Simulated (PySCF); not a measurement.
Electronic structure of Tl⁻ (thallium, charge -1) at the UHF level

Configuration: [Xe] 4f14 5d10 6s2 6p2, high-spin 3P determinant. All numbers are calculated (PySCF 2.14, a scalar-relativistic core potential, in aug-cc-pwCVDZ-PP with ECP60MDF (6s5p4d1f, 48 functions)).

- Total energy: -171.512561 hartree
- One-electron energy: -305.1664 hartree
- Hartree (Coulomb) energy: 147.7120 hartree
- Exchange energy: -14.0582 hartree
- ⟨S²⟩: 2.0126
- ⟨L²⟩: 2.018
- Sum of ⟨r⟩: 37.44 bohr
- Sum of ⟨r²⟩: 112.7 bohr²
- Traceless quadrupole moment −½Σ⟨3z² − r²⟩ along its main axis: 13.2 e·bohr²

```tsv
shell	electrons	mean orbital energy (hartree)	spread (hartree)	rms radius, mean of both spins (bohr)
5s β	1	-5.46453	0	0.952
5s α	1	-5.46424	0	0.952
5p β	3	-3.28921	0.00739	1.09
5p α	3	-3.28819	0.00371	1.09
5d α	5	-0.66223	0.00739	1.50
5d β	5	-0.66037	0.01068	1.50
6s α	1	-0.30925	0	2.87
6s β	1	-0.24160	0	2.87
6p α	2	-0.01691	0.00002	5.70
```

Energies and moments cover only the electrons outside the core potential. Spin-orbit coupling is strong in this species (close to jj coupling), so the high-spin LS determinant is a model state, not a physical level.
